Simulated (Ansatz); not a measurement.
`N[SiH2][SiH2]N` + CH₃NH₂ → `CN[SiH2]N` + `N[SiH3]`  (cleavage of the Si–Si bond)

Gas-phase electronic energies from Ansatz, PBE0-D4/def2-TZVP geometries. CCSD(T)/CBS adds triple-zeta CCSD(T) − MP2 to the extrapolated MP2 energy (def2 sets, frozen cores). This one scheme is used for every species. DFT in def2-TZVPP. B3LYP here is the variant with VWN-RPA as its local correlation; programs differ in this. HSE06 is defined as in plane-wave codes. Each species was taken in one conformer, which may not be the lowest.

Task: Is it downhill or uphill in electronic energy at CCSD(T)/CBS, and by how much? (An estimate is asked.)

Result: Ansatz gave: Downhill: ΔE = -73.4 kJ/mol.

Task: What do these levels give: PBE-D4, revPBE-D4, BLYP-D4, r2SCANh-D4, HSE06-D4, B2PLYP, BLYP, B3LYP, BHLYP, HF/def2-TZVPP, CCSD/def2-TZVPP, MP2/CBS(def2)? (An estimate is asked.)

Result: Ansatz gave: PBE-D4 -53.4, revPBE-D4 -53.8, BLYP-D4 -66.5, r2SCANh-D4 -69.6, HSE06-D4 -59.5, B2PLYP -77.0, BLYP -69.1, B3LYP -73.6, BHLYP -81.6, HF/def2-TZVPP -89.4, CCSD/def2-TZVPP -75.4, MP2/CBS(def2) -81.1 kJ/mol.

Largest T1 diagnostic among the species: 0.011.

From PBE to PBE0 (25 % exact exchange), in def2-TZVPP and without D4, ΔE moves by −6.1 kJ/mol. Leaving LDA and LC-ωPBE aside and taking each functional with its dispersion term where it has one, the values, not all of them listed here, spread over 24.3 kJ/mol, from BHLYP-D4 to PBE-D4. LDA lies −7.5 kJ/mol from PBE without D4.
